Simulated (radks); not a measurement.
Results of a calculation; reference values are marked as such.
Task: Species: Pt III. Configuration: [Xe] 4f14 5d8. Code: a radial shooting solver on a logarithmic mesh with Libxc functionals. Model: scalar-relativistic Kohn-Sham, Wu-Cohen GGA, spin-polarised, spherical densities, point nucleus; open shells are filled with parallel spins first (spin-orbit coupling, left out, can overturn this in heavy ions). Some entries of the table are withheld. Estimate them.

| orbital | occ. | eigenvalue (hartree) | <r> (bohr) | <1/r> (bohr^-1) |
|---|---|---|---|---|
| 1s down | 1 | -2883.120 | 0.01715 | 94.01 |
| 1s up | 1 | -2883.120 | 0.01715 | 94.01 |
| 2s up | 1 | -507.1134 | 0.07235 | 22.03 |
| 2s down | 1 | -507.1085 | 0.07235 | 22.03 |
| 2p up | 3 | -439.5837 | 0.06523 | 19.66 |
| 2p down | 3 | -439.5796 | 0.06523 | 19.66 |
| 3s up | 1 | -119.7028 | 0.1871 | 8.163 |
| 3s down | 1 | -119.7009 | 0.1871 | 8.163 |
| 3p up | 3 | -100.0408 | 0.1882 | 7.464 |
| 3p down | 3 | -100.0386 | 0.1882 | 7.464 |
| 3d up | 5 | -78.72137 | 0.1704 | 7.031 |
| 3d down | 5 | -78.71777 | 0.1705 | 7.031 |
| 4s up | 1 | -26.32399 | 0.4151 | 3.493 |
| 4s down | 1 | -26.31895 | 0.4151 | 3.493 |
| 4p up | 3 | -19.87629 | 0.4420 | 3.157 |
| 4p down | 3 | -19.87148 | 0.4419 | 3.157 |
| 4d up | 5 | -12.04874 | 0.4683 | 2.826 |
| 4d down | 5 | -12.04315 | 0.4682 | 2.826 |
| 5s up | 1 | -4.53005 | 0.9520 | (1) |
| 5s down | 1 | -4.49495 | 0.9499 | (2) |
| 4f up | 7 | -3.35271 | (3) | 2.389 |
| 4f down | 7 | -3.34446 | (4) | 2.391 |
| 5p up | 3 | -2.84494 | 1.101 | 1.202 |
| 5p down | 3 | -2.80164 | 1.098 | 1.206 |
| 5d up | 5 | -0.97448 | (5) | 0.8398 |
| 5d down | 3 | -0.92583 | (6) | 0.8377 |

Result: 
(1) 5s up <1/r> (bohr^-1): 1.418
(2) 5s down <1/r> (bohr^-1): 1.422
(3) 4f up <r> (bohr): 0.5165
(4) 4f down <r> (bohr): 0.5156
(5) 5d up <r> (bohr): 1.552
(6) 5d down <r> (bohr): 1.560
